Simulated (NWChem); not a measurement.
System: Si₂H₃F₃; SMILES F[SiH2][SiH](F)F

Input file for NWChem:

```
start job
memory heap 200 mb stack 900 mb global 1100 mb
geometry units angstroms noautoz
  Si    -0.090122    -1.306880    -0.528619
  F      0.715743    -2.327034     0.478967
  Si    -0.003239     0.857814     0.390972
  F     -0.902056     1.811175    -0.588818
  F      1.534936     1.404804     0.332212
  H      0.566836    -1.326381    -1.879289
  H     -1.513876    -1.773738    -0.645679
  H     -0.498675     1.029022     1.794628
end
basis spherical
  * library aug-cc-pvdz
end
dft
  xc b3lyp
  iterations 150
  mulliken
end
task dft energy
```

NWChem printed, in part:

```
             Northwest Computational Chemistry Package (NWChem) 7.3.0
             --------------------------------------------------------

 C1  symmetry detected

                             Geometry "geometry" -> ""
                             -------------------------

 Output coordinates in angstroms (scale by  1.889725989 to convert to a.u.)

  No.       Tag          Charge          X              Y              Z
 ---- ---------------- ---------- -------------- -------------- --------------
    1 Si                  14.0000    -0.56323756     1.27397339     0.28756091
    2 F                    9.0000     0.54533037     2.36011225    -0.25717910
    3 Si                  14.0000     0.11031310    -0.87382861    -0.39973265
    4 F                    9.0000    -1.07161141    -1.90110424     0.07409947
    5 F                    9.0000     1.47276983    -1.29063954     0.39940028
    6 H                    1.0000    -0.62854975     1.34519402     1.78654239
    7 H                    1.0000    -1.90267313     1.62008627    -0.29968104
    8 H                    1.0000     0.35376605    -1.08262332    -1.86334278

 Effective nuclear repulsion energy (a.u.)     300.2949177621

                                 NWChem DFT Module
                                 -----------------

 Summary of "ao basis" -> "ao basis" (spherical)
 ------------------------------------------------------------------------------
       Tag                 Description            Shells   Functions and Types
 ---------------- ------------------------------  ------  ---------------------
 Si                       aug-cc-pvdz               11       27   5s4p2d
 F                        aug-cc-pvdz                9       23   4s3p2d
 H                        aug-cc-pvdz                5        9   3s2p

            General Information
            -------------------
          SCF calculation type: DFT
          Wavefunction type:  closed shell.
          No. of atoms     :     8
          No. of electrons :    58
           Alpha electrons :    29
            Beta electrons :    29
          Charge           :     0
          Spin multiplicity:     1
          Use of symmetry is: off; symmetry adaption is: off
          Maximum number of iterations: 150
          AO basis - number of functions:   150
                     number of shells:    64
          Convergence on energy requested:  1.00D-06
          Convergence on density requested:  1.00D-05
          Convergence on gradient requested:  5.00D-04

              XC Information
              --------------
                         B3LYP Method XC Potential
                     Hartree-Fock (Exact) Exchange  0.200
                        Slater Exchange Functional  0.800 local
                    Becke 1988 Exchange Functional  0.720 non-local
              Lee-Yang-Parr Correlation Functional  0.810
                  VWN I RPA Correlation Functional  0.190 local

             Grid Information
             ----------------
          Grid used for XC integration:  medium
          Radial quadrature: Mura-Knowles
          Angular quadrature: Lebedev.
          Tag              B.-S. Rad. Rad. Pts. Rad. Cut. Ang. Pts.
          ---              ---------- --------- --------- ---------
          Si                  1.10       88          15.0       590
          F                   0.50       49          15.0       434
          H                   0.35       45          16.0       434
          Grid pruning is: on
          Number of quadrature shells:   458
          Spatial weights used:  Erf1

      Superposition of Atomic Density Guess
      -------------------------------------

 Sum of atomic energies:        -877.33576120

      Non-variational initial energy
      ------------------------------

 Total energy =    -878.142882
 1-e energy   =   -1818.017857
 2-e energy   =     639.580058
 HOMO         =      -0.316247
 LUMO         =      -0.024551

     ---------------------------------------------
      Total Density - Mulliken Population Analysis
     ---------------------------------------------

    Atom       Charge   Shell Charges
 -----------   ------   -------------------------------------------------------
    1 Si  14    13.63   2.00  2.02  0.74  0.52 -0.02  6.01  1.09  1.00  0.03  0.17  0.07
    2 F    9     9.76   2.00  0.91  1.02  0.07  3.51  2.15  0.08  0.00  0.01
    3 Si  14    12.63   2.00  2.02  0.71  0.37  0.01  6.01  0.85  0.42  0.01  0.21  0.01
    4 F    9     9.75   2.00  0.91  1.02  0.05  3.50  2.15  0.09  0.00  0.01
    5 F    9     9.75   2.00  0.91  1.02  0.05  3.50  2.15  0.10  0.00  0.01
    6 H    1     0.83   0.69  0.12 -0.00  0.01  0.01
    7 H    1     0.83   0.68  0.13  0.01  0.01  0.00
    8 H    1     0.83   0.69  0.13 -0.02  0.01  0.02

   convergence    iter        energy       DeltaE   RMS-Dens  Diis-err
 ---------------- ----- ----------------- --------- --------- ---------
 d= 0,ls=0.0,diis     1   -880.4248034950 -1.18D+03  1.48D-02  1.15D+00
 d= 0,ls=0.0,diis     2   -880.2640316179  1.61D-01  6.67D-03  3.38D+00
 d= 0,ls=0.0,diis     3   -880.5546326470 -2.91D-01  7.73D-04  1.61D-02
 d= 0,ls=0.0,diis     4   -880.5558348847 -1.20D-03  3.43D-04  2.95D-03
 d= 0,ls=0.0,diis     5   -880.5560986313 -2.64D-04  1.02D-04  6.91D-04
  Resetting Diis
 d= 0,ls=0.0,diis     6   -880.5561546952 -5.61D-05  3.17D-05  1.33D-05
 d= 0,ls=0.0,diis     7   -880.5561561785 -1.48D-06  8.16D-06  3.85D-07
 d= 0,ls=0.0,diis     8   -880.5561561657  1.28D-08  3.51D-06  6.89D-07

         Total DFT energy =     -880.556156165660
      One electron energy =    -1820.143567092080
           Coulomb energy =      713.751189880549
    Exchange-Corr. energy =      -74.458696716207
 Nuclear repulsion energy =      300.294917762078

 Numeric. integr. density =       57.999977528515

                       DFT Final Molecular Orbital Analysis
                       ------------------------------------

 Vector   27  Occ=2.000000D+00  E=-4.094173D-01
              MO Center=  1.8D-01, -6.9D-01, -5.6D-01, r^2= 3.9D+00
   Bfn.  Coefficient  Atom+Function         Bfn.  Coefficient  Atom+Function
  ----- ------------  ---------------      ----- ------------  ---------------
    54      0.443750  3 Si s                142      0.296128  8 H  s
   107      0.294212  5 F  pz                84      0.273213  4 F  pz
    64     -0.202563  3 Si pz               110      0.194055  5 F  pz
    87      0.179954  4 F  pz                61     -0.176887  3 Si pz
    53      0.156146  3 Si s                 34      0.133690  2 F  pz

 Vector   28  Occ=2.000000D+00  E=-3.663229D-01
              MO Center= -8.4D-01,  1.5D+00,  4.6D-01, r^2= 2.6D+00
   Bfn.  Coefficient  Atom+Function         Bfn.  Coefficient  Atom+Function
  ----- ------------  ---------------      ----- ------------  ---------------
    14      0.316108  1 Si pz               133     -0.317284  7 H  s
   124      0.308718  6 H  s                 11      0.254874  1 Si pz
    34     -0.240303  2 F  pz                12      0.190841  1 Si px
    37     -0.162646  2 F  pz                 9      0.161271  1 Si px
    32     -0.155326  2 F  px                35     -0.104509  2 F  px

 Vector   29  Occ=2.000000D+00  E=-3.177853D-01
              MO Center= -1.9D-01,  1.4D-01, -1.7D-01, r^2= 3.6D+00
   Bfn.  Coefficient  Atom+Function         Bfn.  Coefficient  Atom+Function
  ----- ------------  ---------------      ----- ------------  ---------------
    10      0.248940  1 Si py                60     -0.239397  3 Si py
   142      0.226127  8 H  s                 64     -0.176292  3 Si pz
    33     -0.171987  2 F  py                83      0.163882  4 F  py
    61     -0.162150  3 Si pz               124      0.148069  6 H  s
   106      0.147159  5 F  py               133      0.138323  7 H  s

 Vector   30  Occ=0.000000D+00  E=-5.967795D-02
              MO Center= -3.8D-01,  5.5D-01, -3.3D-02, r^2= 5.7D+00
   Bfn.  Coefficient  Atom+Function         Bfn.  Coefficient  Atom+Function
  ----- ------------  ---------------      ----- ------------  ---------------
     4      0.309385  1 Si s                 62      0.270698  3 Si px
    12      0.190595  1 Si px                16      0.190429  1 Si py
    30     -0.191173  2 F  s                 10      0.185978  1 Si py
    13      0.176288  1 Si py                54     -0.166514  3 Si s
     9      0.164561  1 Si px                59      0.162349  3 Si px

 Vector   31  Occ=0.000000D+00  E=-3.426144D-02
              MO Center=  2.3D-02, -2.5D-01, -2.9D-01, r^2= 5.9D+00
   Bfn.  Coefficient  Atom+Function         Bfn.  Coefficient  Atom+Function
  ----- ------------  ---------------      ----- ------------  ---------------
   126      0.519897  6 H  s                135     -0.384955  7 H  s
    54     -0.308965  3 Si s                 17     -0.288164  1 Si pz
    65     -0.264171  3 Si px                 5     -0.254062  1 Si s
   103      0.198361  5 F  s                144     -0.199178  8 H  s
    59     -0.192661  3 Si px                31      0.185258  2 F  s

 Vector   32  Occ=0.000000D+00  E=-1.017357D-02
              MO Center= -1.5D+00,  1.1D+00,  8.4D-01, r^2= 1.2D+01
   Bfn.  Coefficient  Atom+Function         Bfn.  Coefficient  Atom+Function
  ----- ------------  ---------------      ----- ------------  ---------------
     5      2.205802  1 Si s                135     -1.314553  7 H  s
   126     -1.198549  6 H  s                 55     -0.769892  3 Si s
     4      0.645789  1 Si s                 54     -0.584757  3 Si s
     3      0.303089  1 Si s                 67     -0.237701  3 Si pz
   104      0.217260  5 F  s                 81      0.215110  4 F  s

     ---------------------------------------------
      Total Density - Mulliken Population Analysis
     ---------------------------------------------

    Atom       Charge   Shell Charges
 -----------   ------   -------------------------------------------------------
    1 Si  14    14.13   2.00  2.05  0.78  0.52 -0.05  6.02  1.39  1.04  0.02  0.28  0.09
    2 F    9     9.61   2.01  0.89  1.03  0.17  3.34  2.03  0.14  0.00  0.01
    3 Si  14    13.13   2.00  2.05  0.76  0.28 -0.01  6.01  1.22  0.44  0.00  0.37 -0.00
    4 F    9     9.58   2.01  0.89  1.03  0.14  3.34  2.02  0.14  0.00  0.01
    5 F    9     9.58   2.01  0.89  1.03  0.14  3.34  2.02  0.15  0.00  0.01
    6 H    1     0.65   0.74 -0.09 -0.00  0.01  0.00
    7 H    1     0.66   0.74 -0.09  0.00  0.01 -0.00
    8 H    1     0.65   0.74 -0.08 -0.03  0.01  0.01

     -------------------------------------------
      Total Density - Lowdin Population Analysis
     -------------------------------------------

    Atom       Charge   Shell Charges
 -----------   ------   -------------------------------------------------------
    1 Si  14    13.39   2.00  1.70  0.60  0.25  0.08  5.89  1.26  0.73  0.08  0.45  0.35
    2 F    9     9.32   1.92  0.91  0.77  0.14  3.19  2.00  0.32  0.00  0.06
    3 Si  14    13.36   2.00  1.69  0.60  0.24  0.08  5.86  1.15  0.58  0.07  0.65  0.45
    4 F    9     9.30   1.92  0.91  0.77  0.14  3.19  1.99  0.31  0.00  0.06
    5 F    9     9.30   1.92  0.91  0.77  0.14  3.19  1.99  0.31  0.00  0.06
    6 H    1     1.12   0.58  0.31  0.05  0.02  0.15
    7 H    1     1.12   0.58  0.31  0.05  0.02  0.15
    8 H    1     1.10   0.59  0.30  0.05  0.02  0.14

     Multipole analysis of the density
     ---------------------------------

     L   x y z        total         alpha         beta         nuclear
     -   - - -        -----         -----         ----         -------
     0   0 0 0      0.000000    -29.000000    -29.000000     58.000000

     1   1 0 0     -0.469532     -0.234766     -0.234766     -0.000000
     1   0 1 0      0.233455      0.116728      0.116728      0.000000
     1   0 0 1     -0.229474     -0.114737     -0.114737      0.000000

     2   2 0 0    -33.524764    -90.478349    -90.478349    147.431934
     2   1 1 0     -1.947811      4.195201      4.195201    -10.338214
     2   1 0 1     -0.457971      1.163076      1.163076     -2.784122
     2   0 2 0    -36.117755   -262.086098   -262.086098    488.054442
     2   0 1 1      1.855958     -3.686045     -3.686045      9.228047
     2   0 0 2    -30.589378    -37.129328    -37.129328     43.669277
```

Level: B3LYP/aug-cc-pVDZ. Structure relaxed at the PBE-D3(BJ)/def2-SVP level. B3LYP is NWChem's, with the RPA form of VWN correlation.
